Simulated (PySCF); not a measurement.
Gas-phase reaction: GaF3 + GaCl ⇌ 2 GaF + ClF. Level: M06-2X/def2-TZVP†; standard pressure 1 bar.

Energies from PySCF, thermal terms from the rigid-rotor harmonic-oscillator model, ideal gas at 1 bar. † marks an energy on the PBE0/def2-TZVP geometry and frequencies. All species are closed-shell singlets. Ga: all electrons, no relativistic terms. The harmonic model lacks anharmonicity and excited electronic states, which grow with temperature; levels with a mode under 35 cm⁻¹ are left out.

```tsv
T (K)	1000/T (1/K)	log10 K
1000	1.0000	-16.73
1200	0.8333	?
1400	0.7143	-9.99
1600	0.6250	-7.89
1800	0.5556	-6.27
2000	0.5000	-4.97
```

Q: Fit log10 K = a + b·(1000/T) to the five rows, get the mean ΔH° and ΔS°, and predict log10 K at 1200 K.

A: Means: 1000/T = 0.6790, log10 K = -9.170. Sums of products about the means: Sxy = -3.63449, Sxx = 0.154472, so b = Sxy/Sxx = -23.53 and a = -9.170 − (-23.53)×0.6790 = 6.81.
ΔH° = −R ln 10 × 1000 K × b = −19.145 × (-23.53) = 450 kJ; ΔS° = R ln 10 × a = 130 J/K. The run's own values go from 453 kJ and 133 J/K at 1000 K to 445 kJ and 127 J/K at 2000 K.
Prediction at 1200 K: 6.81 + (-23.53)×0.8333 = -12.80. The computed value is -12.79, 0.01 from the line.
For scale, ΔH°(298 K) is 458 kJ at this level, 420 kJ at ωB97M-V/def2-TZVP†, and runs from 204 to 508 kJ over the 20 levels computed.
